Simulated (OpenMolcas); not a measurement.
An atom or ion with 70 electrons was computed by SS-CASPT2, IPEA 0.25 Eh, imaginary shift 0.1 Eh with spin-orbit coupling (OpenMolcas, ANO-RCC-VTZP, DKH2). The lowest levels that the run gave, each within 12 % of the measured value where one is at hand:

| J | Parity | E (cm-1) | g |
| --- | --- | --- | --- |
| 2 | even | 0.0 | 0.705 |
| 3 | even | 6460 | 1.084 |
| 4 | even | 11870 | 1.230 |
| 0 | even | 13580 |  |
| 2 | even | 14120 | 1.126 |
| 1 | even | 17270 | 1.501 |
| 4 | even | 23440 | 1.021 |
| 2 | even | 23540 | 1.336 |
| 0 | even | 44580 |  |

Which ion is it, and what are the configurations and terms?

W4+ (Z = 74, charge +4; active space 2 electrons in 5 orbitals (5d)). J, parity and g give the terms where levels are pure, and mixed ones are named by the computed weights; the size of the splittings, set against known spectra of the 70-electron sequence, gives the charge. In order, with the measured energies in cm-1 (the list in J. Phys. B 45, 065001 (2012)): 5d2 3F2, 5d2 3F3, 5d2 3F4 (11519), 5d2 3P0 (12839), 5d2 1D2 [59 %] (13742), 5d2 3P1 (16331), 5d2 1G4 (22346), 5d2 3P2 [68 %] (22615), 5d2 1S0 (43110).

Term energies are means over components that CASPT2 splits; among the terms shown or strongly mixed into the levels shown the widest spread is 530 cm-1 (5d2 1G). Terms from blocks run as CI alone lack orbitals of their own. Computed and measured levels are paired by configuration, term and J; levels that our copy of the source lacks, or whose pairing is in doubt (as where it misses far off the trend of its configuration), stay unpaired and out of the deviations. Levels of configurations outside the active space are missing.

A share in square brackets marks a mixed level and gives the weight of the term that names it.
